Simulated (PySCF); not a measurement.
Isomers of C4H2Cl2F3 (doublet state), one GFN2-xTB conformer each. Single-point energies are computed at B3LYP/pcH-1 (PySCF, gas phase, no added dispersion term), electronic only. GFN2-xTB treats the open shell by occupation alone, and not every SCF solution was tested for stability.

```tsv
SMILES	GFN2-xTB relative energy (kJ/mol)
C=C([C](Cl)Cl)C(F)(F)F	0.0
[H]/[C]=C(\C(Cl)Cl)C(F)(F)F	168.0
```

Conformers: `[CH2:1]=[C:2]([C:3]([Cl:4])[Cl:5])[C:6]([F:7])([F:8])[F:9]` (doublet state) with C1–C2–C3–Cl4 0°; `[H]/[C:1]=[C:2](\[CH:3]([Cl:4])[Cl:5])[C:6]([F:7])([F:8])[F:9]` (doublet state) with C1–C2–C3–Cl4 27°.

Problem. What does B3LYP/pcH-1 give for the same structures?

Solution. 
| SMILES | B3LYP/pcH-1 E (Eh) | B3LYP/pcH-1 (kJ/mol) | GFN2-xTB (kJ/mol) | point group |
| --- | --- | --- | --- | --- |
| C=C([C](Cl)Cl)C(F)(F)F | -1373.51961 | 0.0 | 0.0 | Cs |
| [H]/[C]=C(\C(Cl)Cl)C(F)(F)F | -1373.47155 | 126.2 | 168.0 | C1 |

Both levels put the same isomer lowest.
